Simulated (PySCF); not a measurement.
Species: SnCl₄.
Bonds: Sn1–Cl2, Sn1–Cl3, Sn1–Cl4, Sn1–Cl5.

Method: PySCF, PBE0-D3(BJ)/def2-SVP geometry optimisation, gas phase, def2 core potentials past Kr.

Problem. How far are the bound atoms from Sn1?

Solution. 4 atoms: Cl3 2.312 Å, Cl5 2.315 Å, Cl4 2.316 Å, Cl2 2.316 Å.

Problem. List the angles at Sn1.

Solution. 
| angle | degrees | distance of the outer atoms (Å) |
| --- | --- | --- |
| Cl2–Sn1–Cl5 | 110.2 | 3.80 |
| Cl2–Sn1–Cl4 | 110.0 | 3.80 |
| Cl4–Sn1–Cl5 | 109.6 | 3.79 |
| Cl3–Sn1–Cl4 | 109.1 | 3.77 |
| Cl2–Sn1–Cl3 | 109.1 | 3.77 |
| Cl3–Sn1–Cl5 | 108.8 | 3.76 |

Problem. What is the shape at Sn1?

Solution. Tetrahedral: angles from 108.8° to 110.2°; τ4 = (360° − α − β)/141° = 0.99 with α and β the two widest (0 for a square, 1 for a tetrahedron).

Charge 0, singlet. Stationary, but not proved a minimum.
